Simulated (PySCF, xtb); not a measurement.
ClFH2OSi, SMILES O[SiH](F)Cl.

GFN2-xTB run with xtb at its own geometry gives an orbital gap of 7.44 eV and a dipole moment of 1.52 D.

Geometry: PBE-D3(BJ)/def2-SVP. Other conformers were not sampled.

Problem. What does ωB97X/def2-TZVPD (PySCF) give? (An estimate is asked for; the answer gives what the named calculation found.)

Solution. gap 13.48 eV (levels -12.09 and 1.39 eV), dipole 1.02 D.
